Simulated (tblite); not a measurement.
Species: C2H13OPSi4.
Numbering: `[CH3:1][SiH2:2][Si@H:3]([SiH2:4][PH2:5])[SiH2:6][CH:7]=[O:8]` (hydrogens: H9, H10, H11 on C1; H12, H13 on Si2; H14 on Si3; H15, H16 on Si4; H17, H18 on P5; H19, H20 on Si6; H21 on C7)

The geometry is computed with GFN2-xTB (gas phase).

List the bond lengths, angles and torsions at this level.

```json
{"bond": "C1–Si2", "length (Å)": "1.900", "order": "single"}
{"bond": "Si2–Si3", "length (Å)": "2.343", "order": "single"}
{"bond": "Si3–Si4", "length (Å)": "2.344", "order": "single"}
{"bond": "Si4–P5", "length (Å)": "2.244", "order": "single"}
{"bond": "Si3–Si6", "length (Å)": "2.330", "order": "single"}
{"bond": "Si6–C7", "length (Å)": "1.917", "order": "single"}
{"bond": "C7=O8", "length (Å)": "1.212", "order": "double"}
{"bond": "C1–H9, C1–H10, C1–H11", "length (Å)": "1.086", "order": "single"}
{"bond": "Si2–H12", "length (Å)": "1.471", "order": "single"}
{"bond": "Si2–H13", "length (Å)": "1.469", "order": "single"}
{"bond": "Si3–H14", "length (Å)": "1.485", "order": "single"}
{"bond": "Si4–H15", "length (Å)": "1.475", "order": "single"}
{"bond": "Si4–H16", "length (Å)": "1.468", "order": "single"}
{"bond": "P5–H17, P5–H18", "length (Å)": "1.378", "order": "single"}
{"bond": "Si6–H19", "length (Å)": "1.470", "order": "single"}
{"bond": "Si6–H20", "length (Å)": "1.467", "order": "single"}
{"bond": "C7–H21", "length (Å)": "1.107", "order": "single"}
```

Bonds in one row agree within 0.01 Å and their mean is given. Orders are formal, as drawn. A selection of angles:
```json
{"angle": "Si2–C1–H9", "degrees": "110.8"}
{"angle": "H9–C1–H10", "degrees": "107.6"}
{"angle": "C1–Si2–Si3", "degrees": "108.5"}
{"angle": "C1–Si2–H12", "degrees": "107.8"}
{"angle": "C1–Si2–H13", "degrees": "108.1"}
{"angle": "Si3–Si2–H12", "degrees": "113.6"}
{"angle": "Si3–Si2–H13", "degrees": "113.2"}
{"angle": "H12–Si2–H13", "degrees": "105.4"}
{"angle": "Si2–Si3–Si4", "degrees": "112.3"}
{"angle": "Si2–Si3–Si6", "degrees": "112.5"}
{"angle": "Si2–Si3–H14", "degrees": "107.2"}
{"angle": "Si4–Si3–Si6", "degrees": "109.3"}
{"angle": "Si4–Si3–H14", "degrees": "108.7"}
{"angle": "Si6–Si3–H14", "degrees": "106.7"}
{"angle": "Si3–Si4–P5", "degrees": "108.1"}
{"angle": "Si3–Si4–H15", "degrees": "113.7"}
{"angle": "Si3–Si4–H16", "degrees": "113.8"}
{"angle": "P5–Si4–H15", "degrees": "105.9"}
{"angle": "P5–Si4–H16", "degrees": "110.2"}
{"angle": "H15–Si4–H16", "degrees": "104.7"}
{"angle": "Si4–P5–H17", "degrees": "95.9"}
{"angle": "H17–P5–H18", "degrees": "92.2"}
{"angle": "Si3–Si6–C7", "degrees": "97.0"}
{"angle": "Si3–Si6–H19", "degrees": "119.7"}
{"angle": "Si3–Si6–H20", "degrees": "123.8"}
{"angle": "C7–Si6–H19", "degrees": "103.7"}
{"angle": "C7–Si6–H20", "degrees": "104.4"}
{"angle": "H19–Si6–H20", "degrees": "104.7"}
{"angle": "Si6–C7–O8", "degrees": "120.6"}
{"angle": "Si6–C7–H21", "degrees": "120.9"}
{"angle": "O8–C7–H21", "degrees": "118.5"}
```

Torsions: C1–Si2–Si3–Si4 -56° (synclinal); Si2–Si3–Si4–P5 -140° (anticlinal); Si2–Si3–Si6–C7 83° (synclinal); Si3–Si6–C7–O8 3° (synperiplanar).

Si2 (SiH2 silicon) is distorted tetrahedral (angles from 105.4° to 113.6°). Si6 (SiH2 silicon) is distorted tetrahedral (angles from 97.0° to 123.8°). Si3 (SiH silicon) is tetrahedral (angles from 106.7° to 112.5°). Of the pairs four or more bonds apart, Si4···O8 is among the closest relative to their van der Waals radii: 2.95 Å, 81 % of the sum of Bondi's values. Si4 (SiH2 silicon) is distorted tetrahedral (angles from 104.7° to 113.8°). P5 (three-coordinate phosphorus) is pyramidal (angles 96.1°, 95.9° and 92.2°, sum 284.2°, 0.83 Å off the plane of its three neighbours).

Point group: C1 (no symmetry element, even within 0.4 Å). Its lowest GFN2-xTB frequency is 16i cm⁻¹, too small to tell a flat minimum from a shallow saddle. One conformer, not necessarily the lowest (C1–Si2–Si3–Si4 -56°, Si2–Si3–Si4–P5 -140°, Si3–Si4–P5–H -151° and 116°, Si2–Si3–Si6–C7 83°, Si3–Si6–C7–O8 3°). 3 starts were optimised and ended at 0.00, 0.63 and 1.47 kcal/mol (GFN2-xTB); the lowest of these is shown.

Hardware: one thread of an Arm Neoverse V2, no GPU, shared host. Cost: 2.2 s wall. That covers the optimisation of the geometry.
